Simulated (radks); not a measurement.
The numbers below are computed, except where a source is named.
Question: These are the eigenvalues of the occupied orbitals of an atom or ion with whole-number occupations (eV). Code: a radial shooting solver on a logarithmic mesh with Libxc functionals. Model: Dirac Kohn-Sham, HCTH/407, spin-unpolarised, spherical densities, point nucleus.

orbital  eigenvalue
1s1/2     -45000.36
2s1/2     -7347.843
2p1/2     -6962.469
2p3/2     -6402.291
3s1/2     -1629.152
3p1/2     -1463.663
3p3/2     -1350.852
3d3/2     -1062.993
3d5/2     -1038.491
4s1/2     -349.6239
4p1/2     -286.4642
4p3/2     -261.6686
4d3/2     -157.5476
4d5/2     -153.1024
5s1/2      -69.6878
5p1/2      -52.0038
5p3/2      -48.3068
4f5/2      -32.9254
4f7/2      -32.3824

Which element is it, and in what charge state? The configuration may be excited. Open shells, if any, are shared by 2j + 1.

Answer: Z = 61, promethium, charge +3: Pm3+ in [Xe] 4f4. The list shows which subshells hold electrons but not how many an open one holds; the 1s level, -1653.7 hartree, gives Z - s = 57.5 by -(Z - s)^2/2, which with screening and relativity narrows Z to a few neighbours, and the depths of the outer levels then fix element, charge and occupations together.
